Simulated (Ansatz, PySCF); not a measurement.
Cl2H5NSi2, SMILES Cl[SiH2]N[SiH2]Cl. Atoms are numbered in the order given.

```xyz
10

Si     1.1838    -0.3032     0.3702
Cl     2.7610    -0.1937    -0.9720
N     -0.1128     0.7541    -0.0700
Si    -1.5786     0.3394    -0.8899
Cl    -3.1682     0.1296     0.4256
H      1.7304     0.0856     1.6959
H      0.6661    -1.6945     0.3440
H     -0.0001     1.7333     0.1824
H     -1.9555     1.4198    -1.8377
H     -1.3718    -0.9698    -1.5587
```

Geometry optimised at PBE0-D3(BJ)/def2-SVP. One conformer was computed; it need not be the lowest.

Two levels are set side by side: PBE-D3(BJ)/def2-SVP (Ansatz, a first-principles code) and PBE0-D3(BJ)/def2-SVP (Ansatz). Each level has its own optimised geometry; the coordinates shown are those of the second. Frequencies come from the Hessian of PySCF at each geometry. Differences are taken from unrounded values.

| quantity | PBE0-D3(BJ) | PBE-D3(BJ) | PBE-D3(BJ) minus PBE0-D3(BJ) |
|---|---|---|---|
| mean bond length (Å) | 1.618 | 1.631 | 0.012 |
| bond Si1–Cl2 (Å) | 2.074 | 2.089 | 0.015 |
| bond Si1–N3 (Å) | 1.730 | 1.744 | 0.014 |
| bond N3–Si4 (Å) | 1.730 | 1.744 | 0.014 |
| bond Si4–Cl5 (Å) | 2.074 | 2.089 | 0.015 |
| bond Si1–H6 (Å) | 1.486 | 1.497 | 0.012 |
| bond Si1–H7 (Å) | 1.485 | 1.496 | 0.011 |
| bond N3–H8 (Å) | 1.018 | 1.026 | 0.008 |
| bond Si4–H9 (Å) | 1.486 | 1.497 | 0.012 |
| bond Si4–H10 (Å) | 1.485 | 1.496 | 0.011 |
| highest harmonic wavenumber (cm⁻¹) | 3615 | 3501 | -114 |
| mean harmonic wavenumber (cm⁻¹) | 1010 | 975 | -35 |
| zero-point energy (kcal/mol) | 34.66 | 33.46 | -1.21 |

GGA bonds tend to be longer and softer than those of functionals with exact exchange. Differences between two approximate levels are no errors against the true value.
